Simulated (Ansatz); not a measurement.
**What each rung costs, and what it gives**

Saddle point of CH7NZn, singlet (CH₄Zn ([CH3][ZnH]) + NH₃ → CH₅NZn ([CH3][Zn][NH2]) + H₂; bonds formed: H2–H4; dative contacts that become bonds: Zn1–N5; bonds broken: Zn1–H2, H4–N5), PBE0-D4/def2-TZVP structure:

```csv
atom,x (Å),y (Å),z (Å)
Zn1,-0.0286,0.0884,-0.0501
H2,-1.0157,-0.0080,-1.7265
C3,0.5357,1.6417,0.9755
H4,-0.8131,-0.9546,-1.4220
N5,-0.2634,-1.8312,-0.5253
H6,1.0507,2.3560,0.3291
H7,-0.3345,2.1460,1.4028
H8,1.2066,1.3647,1.7909
H9,0.5379,-2.3852,-0.8036
H10,-0.8756,-2.4180,0.0292
```

Barriers are electronic and count from the start structure reached by relaxing down the imaginary mode.

Ansatz 0.2.0; basis: as named in each row; cores frozen in the correlated methods. The 3s and 3p shells of Cu and Zn are frozen; filled d shells are correlated. B3LYP uses VWN-RPA correlation. Extrapolation: Hartree–Fock as exp(−7.88 √X), correlation as X^−2.97.

Times are rough, for one single point on 4 threads of a shared host (Arm Neoverse V2).

The estimate by CCSD(T) at an estimated basis limit (MP2 extrapolated from triple and quadruple zeta, plus CCSD(T) − MP2 in triple zeta) is 151.2 kJ/mol.

```tsv
method	basis	time (s)	barrier (kJ/mol)	method less estimate
SPW92	def2-SVP	under 1	106.8	-44.3
HF	STO-3G	under 1	258.1	106.9
PBE-D4	def2-SVP	under 1	121.2	-29.9
B3LYP-D4	6-31G	under 1	136.3	-14.9
PBE0-D4	def2-SVP	under 1	136.7	-14.4
SPW92	def2-TZVPP	1	116.1	-35.0
PBE-D4	def2-TZVPP	2	130.0	-21.1
BLYP-D4	def2-TZVPP	2	137.5	-13.7
B3LYP-D4	def2-TZVPP	2	147.0	-4.1
BHLYP-D4	def2-TZVPP	2	161.4	10.3
PBE0-D4	def2-TZVPP	2	142.1	-9.0
CAM-B3LYP-D4	def2-TZVPP	3	152.2	1.1
CCSD(T)	def2-SVP	3	157.3	6.1
r2SCAN-D4	def2-TZVPP	4	139.4	-11.8
r2SCAN0-D4	def2-TZVPP	4	147.7	-3.5
RPA on PBE	def2-TZVPP	4	152.9	1.8
wB97M-V	def2-SVP	4	147.9	-3.2
B2PLYP	def2-TZVPP	4	150.5	-0.7
PBE-QIDH	def2-TZVPP	4	150.2	-0.9
PBE-D4	STO-3G	5	116.4	-34.7
wB97X-V	def2-TZVPP	6	154.9	3.8
wB97M-V	def2-TZVPP	7	155.1	4.0
B97M-V	def2-TZVPP	8	152.7	1.6
MP2	def2-QZVPP	16	147.5	-3.7
CCSD(T)	def2-TZVPP	85	154.2	3.1
```

All methods are single points on the PBE0-D4 structures.

No T1 diagnostic of these runs exceeds 0.014.

The step is the kind of exchange with an N–H group that builds nitride films in atomic layer and chemical vapour deposition.

Labels in which every atom is bracketed show which atoms are joined, not bond orders.
